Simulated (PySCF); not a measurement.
Molecule: `O([C@@H]1[C@H](F)C1)[SiH3]`, C3H7FOSi.

Atoms are numbered as in `[F:1][C@@H:2]1[CH2:3][C@@H:4]1[O:5][SiH3:6]`. Hydrogens are named by the atom that carries them. Ha(C3) is cis to F1 on the ring; Hb(C3) is trans to F1 on the ring.

Geometry PBE0-D3(BJ)/def2-SVP throughout; GIAO in PySCF 2.14.0 with density-fitted response routines, gas phase, one conformer, non-relativistic; equivalent atoms averaged; basis pcSseg-1.

(1) How do the absolute shieldings σ depend on the functional? (a selection of nuclei; ppm; last column core-seconds on 1 thread of an Arm Neoverse N1, shared host; the GGAs took longer than the global hybrids here, which isn't the general rule, and the cause wasn't traced)

(2) Which nucleus among those listed moves most, in ppm?

## Answers

(1) 
```tsv
functional	kind	F1	C2	C4	C3	O5	Si6	H(Si6)	H(C2)	Hb(C3)	core-s
HF	Hartree–Fock	459.0	129.9	149.0	179.0	356.5	426.9	27.42	27.71	30.85	11
LDA	LDA	417.9	102.5	124.1	163.2	326.4	340.5	25.55	26.39	29.91	23
PBE	GGA	412.2	104.9	125.3	163.2	320.3	362.5	26.17	26.87	30.30	30
BLYP	GGA	410.2	99.5	120.2	158.1	314.3	358.0	26.49	27.04	30.47	30
BP86	GGA	413.7	104.4	124.8	162.8	320.6	361.2	26.28	26.93	30.37	30
OPBE	GGA	412.1	113.4	132.7	169.4	324.1	385.1	26.29	26.97	30.32	31
KT2	GGA	413.4	110.6	129.4	167.1	321.5	385.7	26.21	26.84	30.29	32
KT3	GGA	409.9	111.1	129.7	166.6	318.1	395.3	26.56	27.05	30.43	31
B97-D	GGA	413.9	105.9	125.9	163.0	319.8	378.4	26.63	27.11	30.52	30
B3LYP	global hybrid	423.3	106.4	126.8	163.0	325.8	370.2	26.67	27.17	30.52	23
PBE0	global hybrid	427.5	112.9	132.9	168.7	333.2	378.2	26.46	27.07	30.40	21
mPW1PW91	global hybrid	427.2	112.0	132.0	167.7	332.4	377.0	26.56	27.14	30.44	21
WP04	global hybrid	416.2	97.7	118.7	155.8	314.7	374.2	27.52	27.44	30.67	22
B97-2	global hybrid	425.4	112.9	132.6	168.3	330.7	385.5	26.68	27.19	30.51	21
BHandHLYP	global hybrid	438.9	115.5	135.5	169.2	339.1	390.0	26.94	27.34	30.59	21
CAM-B3LYP	range-separated hybrid	431.7	110.0	131.0	166.1	335.3	373.3	26.64	27.12	30.45	29
wB97X-D	range-separated hybrid	431.1	112.8	133.3	168.3	336.2	378.7	26.67	27.22	30.51	29
LC-wPBE	range-separated hybrid	437.6	116.5	138.0	171.9	346.4	381.2	26.66	27.17	30.42	37
```

(2) Si6 (silicon bonded to O, 3 H): from 340.5 ppm with LDA to 426.9 ppm with HF. The smallest spread is 0.94 ppm, at Hb(C3). Proton shifts span only some 12 ppm, so a few tenths of a ppm matter as much there as several ppm in carbon.
